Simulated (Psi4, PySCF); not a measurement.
Here is a job for Psi4.
```
memory 2 GB

molecule mol {
0 1
Zn    0.000000    0.000000    0.000000
}

set {
  basis 6-31g*
  reference rks
  scf_type pk
  puream true
  d_convergence 1e-8
  dft_radial_points 99
  dft_spherical_points 590
}

energy('b3lyp')
print_variables()
```

Question: Convert this to an input for PySCF.

Answer: This is not unique; one that fits is 
```python
from pyscf import gto, scf, dft

mol = gto.M(
    atom='''
Zn    0.00000000    0.00000000    0.00000000
''',
    basis='6-31g*',
    verbose=4,
)

mf = dft.RKS(mol)
mf.xc = 'b3lyp'
mf.grids.atom_grid = (99, 590)
mf.grids.prune = None
mf.kernel()
```

Both were run: Psi4 gave -1779.087219 Eh and PySCF -1779.087220 Eh, 0.001 mEh apart.
